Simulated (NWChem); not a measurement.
System: trans-1,3,3,3-tetrafluoropropene (C3H2F4); SMILES C(F)(/C=C/F)(F)F

Input file for NWChem:

```
start job
memory heap 200 mb stack 900 mb global 1100 mb
geometry units angstroms noautosym nocenter noautoz
  F     -0.139014    -2.839739     0.000839
  C      0.294602    -1.594378    -0.003054
  C     -0.535062    -0.556958     0.006708
  C     -0.036197     0.845530     0.000808
  F     -0.469817     1.510129    -1.075033
  F     -0.468637     1.517959     1.072170
  F      1.300157     0.906980    -0.000488
  H      1.385397    -1.513400    -0.014578
  H     -1.618107    -0.695329     0.018418
end
basis spherical
  * library aug-cc-pvdz
end
dft
  xc xpbe96 cpbe96
  iterations 150
  semidirect filesize 400000000
end
property
  response 1 0.0
end
task dft property
```

NWChem printed, in part:

```
             Northwest Computational Chemistry Package (NWChem) 7.3.0
             --------------------------------------------------------

                             Geometry "geometry" -> ""
                             -------------------------

 Output coordinates in angstroms (scale by  1.889725989 to convert to a.u.)

  No.       Tag          Charge          X              Y              Z
 ---- ---------------- ---------- -------------- -------------- --------------
    1 F                    9.0000    -0.13901400    -2.83973900     0.00083900
    2 C                    6.0000     0.29460200    -1.59437800    -0.00305400
    3 C                    6.0000    -0.53506200    -0.55695800     0.00670800
    4 C                    6.0000    -0.03619700     0.84553000     0.00080800
    5 F                    9.0000    -0.46981700     1.51012900    -1.07503300
    6 F                    9.0000    -0.46863700     1.51795900     1.07217000
    7 F                    9.0000     1.30015700     0.90698000    -0.00048800
    8 H                    1.0000     1.38539700    -1.51340000    -0.01457800
    9 H                    1.0000    -1.61810700    -0.69532900     0.01841800

 Effective nuclear repulsion energy (a.u.)     319.6014345045

  pbe96 is a nonlocal functional; adding pw91lda local functional.
                              NWChem Property Module
                              ----------------------

                                 NWChem DFT Module
                                 -----------------

 Summary of "ao basis" -> "ao basis" (spherical)
 ------------------------------------------------------------------------------
       Tag                 Description            Shells   Functions and Types
 ---------------- ------------------------------  ------  ---------------------
 F                        aug-cc-pvdz                9       23   4s3p2d
 C                        aug-cc-pvdz                9       23   4s3p2d
 H                        aug-cc-pvdz                5        9   3s2p

            General Information
            -------------------
          SCF calculation type: DFT
          Wavefunction type:  closed shell.
          No. of atoms     :     9
          No. of electrons :    56
           Alpha electrons :    28
            Beta electrons :    28
          Charge           :     0
          Spin multiplicity:     1
          Use of symmetry is: off; symmetry adaption is: off
          Maximum number of iterations: 150
          AO basis - number of functions:   179
                     number of shells:    73
          Convergence on energy requested:  1.00D-06
          Convergence on density requested:  1.00D-05
          Convergence on gradient requested:  5.00D-04

              XC Information
              --------------
          PerdewBurkeErnzerhof Exchange Functional  1.000
            Perdew 1991 LDA Correlation Functional  1.000 local
           PerdewBurkeErnz. Correlation Functional  1.000 non-local

             Grid Information
             ----------------
          Grid used for XC integration:  medium
          Radial quadrature: Mura-Knowles
          Angular quadrature: Lebedev.
          Tag              B.-S. Rad. Rad. Pts. Rad. Cut. Ang. Pts.
          ---              ---------- --------- --------- ---------
          F                   0.50       49          13.0       434
          C                   0.70       49          13.0       434
          H                   0.35       45          14.0       434
          Grid pruning is: on
          Number of quadrature shells:   433
          Spatial weights used:  Erf1

      Superposition of Atomic Density Guess
      -------------------------------------

 Sum of atomic energies:        -511.55407309

      Non-variational initial energy
      ------------------------------

 Total energy =    -514.251694
 1-e energy   =   -1344.904761
 2-e energy   =     511.051632
 HOMO         =      -0.308896
 LUMO         =       0.025143

------------------------------------------------------------
EAF file 0: "./job.aoints.0" size=665845760 bytes
------------------------------------------------------------
               write      read    awrite     aread      wait
               -----      ----    ------     -----      ----
     calls:     1270         0         0         0         0
   data(b): 6.66e+08  0.00e+00  0.00e+00  0.00e+00
   time(s): 0.00e+00  0.00e+00  0.00e+00  0.00e+00  0.00e+00
rate(mb/s): 0.00e+00  0.00e+00
------------------------------------------------------------

[...]

 DFT Linear Response polarizability / au
 Frequency  =       0.0000000 / au
              X              Y              Z
 -----------------------------------------------
 X      41.3706918     -4.0513157     -0.0783671
 Y      -4.0513381     53.4964823      0.0467680
 Z      -0.0783609      0.0467700     34.6538860
 -----------------------------------------------
 Eigenvalues =      40.1423707     54.7257177     34.6529718
 Isotropic   =      43.1736867
 Anisotropic =      17.9683421
 -----------------------------------------------

 Magnetic Dipole Response Matrix (nonzero elements):

 Exiting AOResponse driver routine
```

Level: PBE/aug-cc-pVDZ. Geometry: optimised at PBE0/def2-SVP.
